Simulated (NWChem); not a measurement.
SiHCl, singlet; SMILES [SiH]Cl

```xyz
3

Si    -0.0798    -1.1153     0.0000
H      1.4428    -1.2886     0.0000
Cl    -0.0192     0.9943     0.0000
```
Atoms are numbered in this order, from 1.

Results from NWChem. Pople sets run with spherical d functions. Low-valent species are run as closed-shell singlets; no triplet was tried in these runs. Geometry: optimised at B3LYP/6-31G* (spherical d). Ions are spin-unrestricted doublets at the neutral geometry; other ion states weren't tried.

```json
[
 {"level": "B3LYP/6-31+G*", "vertical ionisation energy, ΔSCF (eV)": "9.55", "−ε(HOMO) (eV)": "6.97", "ΔSCF minus −ε(HOMO) (eV)": "2.58"},
 {"level": "PBE/6-31+G*", "vertical ionisation energy, ΔSCF (eV)": "9.35", "−ε(HOMO) (eV)": "6.04", "ΔSCF minus −ε(HOMO) (eV)": "3.31"},
 {"level": "M06-2X/6-31+G*", "vertical ionisation energy, ΔSCF (eV)": "9.63", "−ε(HOMO) (eV)": "8.19", "ΔSCF minus −ε(HOMO) (eV)": "1.44"},
 {"level": "r2SCAN/6-31+G*", "vertical ionisation energy, ΔSCF (eV)": "9.40", "−ε(HOMO) (eV)": "6.26", "ΔSCF minus −ε(HOMO) (eV)": "3.14"},
 {"level": "BHandHLYP/6-31+G*", "vertical ionisation energy, ΔSCF (eV)": "9.56", "−ε(HOMO) (eV)": "8.16", "ΔSCF minus −ε(HOMO) (eV)": "1.40"}
]
```
